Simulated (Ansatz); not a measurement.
Geometry optimisation, RKS PBE0/6-31G (Ansatz).

The input (input.yaml):

```yaml
crystal:
  periodic: [false, false, false]
  atoms:
    - { symbol: Si, position_ang: [-1.19498, -1.203182, -0.14062] }
    - { symbol: "N", position_ang: [-0.5116, -0.628522, 1.422843] }
    - { symbol: H, position_ang: [-0.711989, -2.59704, -0.40079] }
    - { symbol: H, position_ang: [-2.68505, -1.167524, 0.071263] }
    - { symbol: "N", position_ang: [-0.89438, -0.188971, -1.543594] }
    - { symbol: H, position_ang: [1.818619, -0.147105, -0.520805] }
    - { symbol: F, position_ang: [1.710263, -1.028204, -0.7939] }
    - { symbol: H, position_ang: [0.528078, 1.332527, 0.760382] }
    - { symbol: "N", position_ang: [1.308203, 1.8877, 0.415532] }
    - { symbol: H, position_ang: [-1.100718, -0.23606, 2.138686] }
    - { symbol: H, position_ang: [0.375681, -0.973284, 1.754389] }
    - { symbol: H, position_ang: [-1.586802, 0.423801, -1.936569] }
    - { symbol: H, position_ang: [-0.035504, -0.278059, -2.062866] }
    - { symbol: H, position_ang: [1.925637, 2.244647, 1.127699] }
    - { symbol: H, position_ang: [1.054442, 2.559177, -0.291751] }
basis:
  gaussian: { orbitals: "6-31G" }
hamiltonian:
  xc: pbe0
relax:
  f_tol: 0.03
  max_steps: 50
```

Launched with:

```bash
$ ansatz run input.yaml --threads 1 --pin off --max-ram 2048MiB --backend cpu --events-out ev --progress --plain --runs-dir out
```

Problem. Where does it end, and by what steps?

Solution. The run converged. Limits of this set-up: no polarisation functions. After 10 steps the energy has fallen by 0.640 eV; H15 moved furthest, 0.55 Å.

```json
{"step": "0", "energy less start (eV)": "0.0000", "largest force component (eV/Å)": "1.984", "accepted": "yes"}
{"step": "1", "energy less start (eV)": "-0.2413", "largest force component (eV/Å)": "0.844", "accepted": "yes"}
{"step": "2", "energy less start (eV)": "-0.4793", "largest force component (eV/Å)": "0.478", "accepted": "yes"}
{"step": "3", "energy less start (eV)": "-0.4617", "largest force component (eV/Å)": "1.488", "accepted": "no"}
{"step": "4", "energy less start (eV)": "-0.5676", "largest force component (eV/Å)": "0.222", "accepted": "yes"}
{"step": "5", "energy less start (eV)": "-0.6045", "largest force component (eV/Å)": "0.306", "accepted": "yes"}
{"step": "6", "energy less start (eV)": "-0.6256", "largest force component (eV/Å)": "0.268", "accepted": "yes"}
{"step": "7", "energy less start (eV)": "-0.6319", "largest force component (eV/Å)": "0.335", "accepted": "yes"}
{"step": "8", "energy less start (eV)": "-0.6379", "largest force component (eV/Å)": "0.101", "accepted": "yes"}
{"step": "9", "energy less start (eV)": "-0.6391", "largest force component (eV/Å)": "0.041", "accepted": "yes"}
{"step": "10", "energy less start (eV)": "-0.6396", "largest force component (eV/Å)": "0.020", "accepted": "yes"}
```

```xyz
15
Properties=species:S:1:pos:R:3
Si -1.111 -1.089 -0.137
N -0.462 -0.507 1.440
H -0.628 -2.494 -0.329
H -2.609 -1.050 0.053
N -0.822 -0.059 -1.526
H 1.633 0.302 -0.320
F 1.671 -0.700 -0.732
H 0.515 1.026 0.877
N 1.248 1.474 0.288
H -1.116 -0.258 2.169
H 0.369 -0.965 1.794
H -1.561 0.383 -2.047
H 0.094 -0.101 -1.948
H 1.957 1.960 0.826
H 0.823 2.077 -0.408
```

The run took 47 s on 1 thread of Arm Neoverse V2 (shared host), peak memory 0.17 GiB.
